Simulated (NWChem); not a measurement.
System: cyclopentadiene (C5H6); SMILES C1CC=CC=1

```xyz
11

C      0.7341     0.0000    -0.9999
C      1.1839     0.0000     0.2869
C      0.0000     0.0000     1.2137
C     -1.1839     0.0000     0.2869
C     -0.7341     0.0000    -0.9999
H      1.3590     0.0000    -1.9045
H      2.2307     0.0000     0.6192
H      0.0000     0.8851     1.8919
H      0.0000    -0.8851     1.8919
H     -2.2307     0.0000     0.6192
H     -1.3590     0.0000    -1.9045
```
Atoms are numbered in this order, from 1.

Level: PBE-D3(BJ)/def2-SVP (NWChem), optimised geometry, unscaled harmonic frequencies. 

### Question
List the harmonic frequencies with IR intensities, and the thermochemistry.

### Answer
```
frequency (cm⁻¹)  IR intensity (km/mol)
----------------  ---------------------
323                                12.4
510                                 0.0
659                                55.2
682                                 0.0
785                                 0.1
786                                 6.8
863                                22.4
918                                13.7
921                                 0.3
930                                 0.0
947                                13.9
1010                                0.0
1059                                0.0
1060                                4.0
1084                                0.2
1211                                1.1
1274                                1.4
1311                               26.8
1364                                1.9
1520                                2.6
1602                                0.3
2959                                3.7
2995                                2.4
3135                                3.8
3145                                7.8
3164                               11.4
3169                                1.6
```

```yaml
zero_point_energy: 56.3 kcal/mol
thermal correction to the enthalpy at 298.15 K (with zero-point energy): 59.6 kcal/mol
heat capacity Cv: 16.4 cal/(mol K)
entropy at 298.15 K and 1 atm (symmetry number 2): 65.7 cal/(mol K)
dipole_moment: 0.59 D
```

Rigid rotor and harmonic oscillator.
